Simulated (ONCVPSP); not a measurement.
## PBEsol ONCV dataset for magnesium, non-relativistic all-electron reference.

- Element: magnesium
- Generator: ONCVPSP 4.0.1
- Type: optimised norm-conserving Vanderbilt (ONCV)
- Functional: PBEsol
- Relativity: non-relativistic
- Frozen core: [He]
- Valence charge: 10
- Reference configuration: 2s2 2p6 3s1 3p1
- Partial waves: 2s+3s: rc 1.00 bohr, ncon 4, nbas 8, qcut 12.9 1/bohr, 3 projectors, debl 1.5 Ha; 2p+3p: rc 1.40 bohr, ncon 5, nbas 8, qcut 8.5 1/bohr, 2 projectors; d scattering state at 0.28 Ha: rc 1.00 bohr, ncon 4, nbas 8, qcut 8.8 1/bohr, local
- Local potential: the d channel
- Core correction: Teter function fitted to the true core (icmod 2), fcfact 0.3

All-electron outer shells of the reference configuration (PBEsol, non-relativistic, ld1.x):

```csv
shell,level (eV),outermost node (bohr),outermost maximum (bohr)
1s,-1256.29,–,0.09
2s,-81.37,0.18,0.55
2p,-48.64,–,0.48
3s,-5.61,0.90,2.50
3p,-2.06,0.95,3.37
```

(1) Estimate the cutoffs (Ha) at which the residual kinetic energy of the hardest occupied pseudo-wave falls to 1 and 0.1 mHa per electron.

(2) What does a ghost test show?

(3) Tests: 2s2 2p6 3s2 3p0; 2s2 2p6 3s1 3p0; 2s2 2p6 3s0 3p0; 2s2 2p6 3s1.5 3p0. Which has the largest error in its energy relative to the reference configuration, and how large is it?

## Answers

(1) 55 Ha and 97 Ha.

(2) No bound ghost flagged; no localised positive-energy state flagged.

(3) 2s2 2p6 3s0 3p0, with -0.9 meV (all-electron minus pseudo) on +19.24 eV.
